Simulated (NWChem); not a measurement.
System: SiSH cation, singlet; SMILES [Si]=[SH+]

Program: NWChem. Pople sets run with spherical d functions. Low-valent species are run as closed-shell singlets; no triplet was tried in these runs. Geometry: optimised at PBE0/def2-SVP. Level: M06-2X/6-31G* with SMD (1 M gas to 1 M solution), gas-phase geometry. Reactions with the solvent are ignored.

What does the run give for solvent ethyl acetate? Quantities: solvation free energy (kcal/mol); cavity-dispersion-structure term (kcal/mol).


```
Property                                     Result
-------------------------------------------  ------
solvation free energy (kcal/mol)              -54.7
cavity-dispersion-structure term (kcal/mol)    -1.7
```
